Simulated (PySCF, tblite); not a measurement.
Isomers of C6H13PSi, one GFN2-xTB conformer each. Single-point energies are computed at PBE0/pcSseg-1 (PySCF, gas phase, no added dispersion term), electronic only.

Problem. Rank them by PBE0/pcSseg-1 energy, lowest first (kcal/mol).
A. `[CH3:1][C:2]1=[C:3]([SiH3:4])[CH2:5][CH2:6][P:7]1[CH3:8]` with C2–C3–C5–C6 -14°, C3–C5–C6–P7 21°, C5–C6–P7–C8 79°, C1–C2–P7–C6 -170°
B. `C#CP(C)[Si](C)(C)C`

Solution. A (0.0), B (6.6).

As drawn, the lower has a C=C bond outside aromatic rings, which the higher lacks; the higher has a C≡C bond, which the lower lacks. GFN2-xTB itself gives, in the same order: 0.0, 50.5. Both levels put the same isomer lowest.

Problem. Which frontier levels, dipoles and rotational constants go with these structures?

Solution. 
```tsv
SMILES	HOMO (eV, PBE0/pcSseg-1)	LUMO (eV)	dipole (D)	A, B, C (MHz)
CC1=C([SiH3])CCP1C	-6.41	-0.35	0.92	2246, 1016, 821.7
C#CP(C)[Si](C)(C)C	-6.45	0.07	1.65	1713, 1072, 906.7
```

Problem. What happens when harmonic zero-point energies from GFN2-xTB frequencies are added?

Solution. 
```
            SMILES  ZPE (kcal/mol)  electronic (kcal/mol)  with ZPE (kcal/mol)
CC1=C([SiH3])CCP1C           103.9                    0.0                  0.0
C#CP(C)[Si](C)(C)C           104.9                    6.6                  7.6
```

The zero-point energies span 1.0 kcal/mol. The order is unchanged.
